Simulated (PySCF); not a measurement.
BBrCl2 (SMILES ClB(Cl)Br), singlet, geometry from GFN2-xTB. Base run: B3LYP/cc-pVDZ run with PySCF.

Input for PySCF:
```python
from pyscf import gto, scf, dft, solvent

mol = gto.Mole()
mol.atom = '''
    B     0.28589783   -0.29983158    0.27163113
    Cl    1.93110362   -0.55152649   -0.17453163
    Cl   -0.33431165   -0.99367656    1.72181490
    Br   -0.81642722    0.79336028   -0.79034203
'''
mol.basis = 'cc-pvdz'
mol.verbose = 3
mol.build()

mf = dft.RKS(mol)
mf.xc = 'b3lyp'
mf.kernel()
```

Variants of this job, named by their change:

```csv
change,ΔE vs base (kcal/mol),dipole (D),HOMO-LUMO gap (eV)
base,0.000,0.04,6.53
model = IEF-PCM; solvent = water,-0.557,0.04,6.59
model = IEF-PCM; solvent = chloroform; vdw_scale = 1.0,-1.16,0.06,6.60
model = IEF-PCM; solvent = n-hexane,-0.190,0.04,6.55
model = IEF-PCM; solvent = toluene,-0.250,0.04,6.55
model = IEF-PCM; solvent = chloroform; lebedev_order = 41,-0.387,0.04,6.57
model = IEF-PCM; solvent = chloroform; vdw_scale = 1.1,[?],[?],6.58
model = IEF-PCM; solvent = chloroform,-0.386,0.04,6.57
model = ddCOSMO; solvent = chloroform,[?],0.04,6.58
model = COSMO; solvent = chloroform,-0.403,0.04,6.57
model = IEF-PCM; solvent = chloroform; r_probe = 0.5,[?],0.04,[?]
model = IEF-PCM; solvent = chloroform; vdw_scale = 1.4,-0.164,0.04,6.55
```

**Question.** Fill in the missing entries.

**Answer.** 
- model = IEF-PCM; solvent = chloroform; vdw_scale = 1.1, ΔE vs base (kcal/mol): -0.64
- model = IEF-PCM; solvent = chloroform; vdw_scale = 1.1, dipole (D): 0.05
- model = ddCOSMO; solvent = chloroform, ΔE vs base (kcal/mol): -0.454
- model = IEF-PCM; solvent = chloroform; r_probe = 0.5, ΔE vs base (kcal/mol): -0.125
- model = IEF-PCM; solvent = chloroform; r_probe = 0.5, HOMO-LUMO gap (eV): 6.54

The base is the gas phase, so ΔE is the electrostatic part of solvation at a fixed geometry, without cavity and dispersion terms.
